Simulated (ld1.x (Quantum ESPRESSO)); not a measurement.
# Varying the ultrasoft potential for In

Base potential:

In, ultrasoft, made with ld1.x (Quantum ESPRESSO) 7.5 (PBEsol, fully relativistic). Core [Kr], reference 4d10 5s2 5p1. Waves: 5s (bound): rcut 1.60, rcutus 2.15 bohr; 5s channel at -0.25 Ry: rcut 1.60, rcutus 2.15 bohr; 5p (bound): rcut 2.20, rcutus 2.80 bohr; 5p channel at 3.15 Ry: rcut 2.20, rcutus 2.80 bohr; 4d (bound): rcut 1.15, rcutus 1.50 bohr; 4d channel at -0.85 Ry: rcut 1.15, rcutus 1.50 bohr. Local part: all-electron potential smoothed inside 2.65 bohr (lloc = -1). Core correction: Bessel-smoothed model core inside 1.40 bohr. Augmentation charge: built from norm-conserving waves at rcut, not smoothed further.

Open shells are filled in proportion to 2j + 1 (rel_dist='average').

All-electron outer shells of the reference configuration (PBEsol, scalar-relativistic, ld1.x):

| shell | level (eV) | outermost node (bohr) | outermost maximum (bohr) |
| --- | --- | --- | --- |
| 4s | -119.51 | 0.41 | 0.77 |
| 4p | -78.02 | 0.42 | 0.82 |
| 4d | -18.59 | 0.40 | 0.94 |
| 5s | -8.25 | 1.02 | 2.16 |
| 5p | -2.52 | 1.14 | 2.85 |

Cutoffs, loose and tight: the cutoffs (Ry, on a coarse ladder) from which the occupation-weighted sum of valence levels, in a spherical-Bessel basis at the reference potential, stays within 10 and 1 mRy of its value at 400 Ry. They do not see the model core or the augmentation charge, which bear on the density cutoff. Test errors are all-electron minus pseudo excitation energies from the reference, over the configurations 4d10 5s2 5p0; 4d10 5s1 5p0; 4d10 5s0 5p0; 4d10 5s0 5p3; 4d9 5s2 5p2; 4d10 5s2 5p0.5; 4d10 5s2 5p1.3. A dash means not determined; rows that change the core or the reference have their own tests. The largest error is taken over the tests solved by every variant that gives reliable tests at all: 4d10 5s0 5p0; 4d10 5s0 5p3; 4d10 5s1 5p0; 4d10 5s2 5p0; 4d10 5s2 5p0.5; 4d10 5s2 5p1.3.

Cutoffs are not given where the Bessel-basis levels miss the radial ones by over 6 mRy, ghosts where they miss by over 20 mRy; a channel whose overlap is not positive is not tested.

| change | outcome | bound ghosts | largest test error (meV) |
| --- | --- | --- | --- |
| base | generated | not determined | -31 |
| waves 4d (bound): rcut 0.98, rcutus 1.04 bohr; 4d channel at -0.85 Ry: rcut 0.98, rcutus 1.04 bohr | generated | not determined | -31 |
| waves 4d (bound): rcut 1.08, rcutus 1.14 bohr; 4d channel at -0.85 Ry: rcut 1.08, rcutus 1.14 bohr | generated | not determined | -31 |
| waves 4d (bound): rcut 1.15, rcutus 1.32 bohr; 4d channel at -0.85 Ry: rcut 1.15, rcutus 1.32 bohr | generated | not determined | -31 |
| waves 4d (bound): rcut 1.15, rcutus 1.56 bohr; 4d channel at -0.85 Ry: rcut 1.15, rcutus 1.56 bohr | generated | not determined | -31 |
| waves 4d (bound): rcut 1.15, rcutus 1.74 bohr; 4d channel at -0.85 Ry: rcut 1.15, rcutus 1.74 bohr | generated | not determined | -32 |
| waves 4d (bound): rcut 1.15, rcutus 1.86 bohr; 4d channel at -0.85 Ry: rcut 1.15, rcutus 1.86 bohr | generated | not determined | -32 |
| waves 4d (bound): rcut 1.15, rcutus 2.08 bohr; 4d channel at -0.85 Ry: rcut 1.15, rcutus 2.08 bohr | generated | not determined | -33 |
| waves 4d (bound): rcut 1.15, rcutus 2.24 bohr; 4d channel at -0.85 Ry: rcut 1.15, rcutus 2.24 bohr | generated | not determined | -33 |
